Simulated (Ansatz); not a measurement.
Cost and result for the atomization energy of AlAsH6 (`[AlH3-][AsH3+]`) (8 atoms, 7 bonds).

```json
{"atom": "Al1", "x (Å)": "-1.473", "y (Å)": "0.089", "z (Å)": "-0.446"}
{"atom": "As2", "x (Å)": "1.059", "y (Å)": "-0.065", "z (Å)": "0.321"}
{"atom": "H3", "x (Å)": "-1.865", "y (Å)": "-1.412", "z (Å)": "-0.072"}
{"atom": "H4", "x (Å)": "-1.889", "y (Å)": "1.263", "z (Å)": "0.552"}
{"atom": "H5", "x (Å)": "-1.175", "y (Å)": "0.448", "z (Å)": "-1.972"}
{"atom": "H6", "x (Å)": "2.164", "y (Å)": "0.201", "z (Å)": "-0.670"}
{"atom": "H7", "x (Å)": "1.606", "y (Å)": "-1.359", "z (Å)": "0.868"}
{"atom": "H8", "x (Å)": "1.571", "y (Å)": "0.834", "z (Å)": "1.418"}
```

Total charge 0; spin multiplicity 1. Correlated methods include outer-core shells of As, which these sets cover unevenly. Scalar relativity is left out up to krypton. All single points use the PBE0-D4/def2-TZVP geometry. Program: Ansatz. All runs use 2 threads of a server CPU on a shared host. Times are those of one run each, without the atoms' runs, and a repeat can differ threefold. Electronic energies, without spin–orbit coupling; frozen cores. CCSD(T)/CBS adds CCSD(T) − MP2 in def2-TZVPP to the MP2 limit, and its time is that of the two runs behind it. T1 = 0.011. With those shells the extrapolation isn't a true limit. B3LYP takes the VWN-RPA correlation (the form of Gaussian; ORCA's B3LYP/G).

CCSD(T)/CBS is a level of theory with its own doubt, some kJ/mol a heavy atom from the limit and from the frozen cores, so smaller differences don't rank the functionals.

| level | functions | atomization (kcal/mol) | difference from CCSD(T)/CBS | per bond |
| --- | --- | --- | --- | --- |
| r2SCAN-D4/def2-TZVPP (with forces) | 174 | 446.3 | -2.0 | -0.3 |
| CCSD(T)/CBS(def2) | – | 448.3 | 0.0 | 0.0 |
| BLYP-D4/def2-TZVPP | 174 | 445.0 | -3.3 | -0.5 |
| PBE-QIDH/def2-TZVPP | 174 | 435.2 | -13.1 | -1.9 |
| CCSD(T)/def2-TZVPP | 174 | 438.7 | -9.6 | -1.4 |
| r2SCANh-D4/def2-TZVPP | 174 | 444.9 | -3.4 | -0.5 |
| CCSD(T)/def2-SVP | 80 | 417.7 | -30.6 | -4.4 |
| MP2/def2-QZVPP | 339 | 429.6 | -18.7 | -2.7 |
| PBE0-D4/def2-TZVPP | 174 | 436.8 | -11.5 | -1.7 |
| BHLYP-D4/def2-TZVPP | 174 | 445.2 | -3.1 | -0.5 |
| ωB97M-V/def2-TZVPP (with forces) | 174 | 446.9 | -1.4 | -0.2 |
| B3LYP-D4/def2-TZVPP (with forces) | 174 | 450.3 | 2.0 | 0.3 |
| revPBE-D4/def2-TZVPP | 174 | 433.1 | -15.2 | -2.2 |

Question: Order the runs by time, with rough figures. (Estimate.)

Answer: Ansatz gave: BLYP-D4/def2-TZVPP 1.8 s; revPBE-D4/def2-TZVPP 1.9 s; CCSD(T)/def2-SVP 2 s; PBE0-D4/def2-TZVPP 2.2 s; BHLYP-D4/def2-TZVPP 2.3 s; r2SCAN-D4/def2-TZVPP (with forces) 3.4 s; r2SCANh-D4/def2-TZVPP 3.7 s; B3LYP-D4/def2-TZVPP (with forces) 3.9 s; PBE-QIDH/def2-TZVPP 4.1 s; ωB97M-V/def2-TZVPP (with forces) 8 s; MP2/def2-QZVPP 14 s; CCSD(T)/def2-TZVPP 22 s; CCSD(T)/CBS(def2) 36 s.

In def2-TZVPP, CCSD(T) changes the Hartree–Fock value by +113.4 kcal/mol (the triples alone add +3.0 kcal/mol) and MP2 by +98.6 kcal/mol; breaking electron pairs costs correlation energy, which Hartree–Fock lacks. The D4 term adds +4.9 kcal/mol with B3LYP and +2.6 kcal/mol with PBE0; it sums over pairs of atoms, weighted by their polarisabilities, and B3LYP, whose exchange is more repulsive, gets the larger term. Leaving LDA and LC-ωPBE aside and taking each functional with its dispersion term where it has one, the values, not all of them listed here, spread over 26.7 kcal/mol, from revPBE-D4 to B97M-V. LDA lies +60.0 kcal/mol from PBE without D4, its usual overbinding.
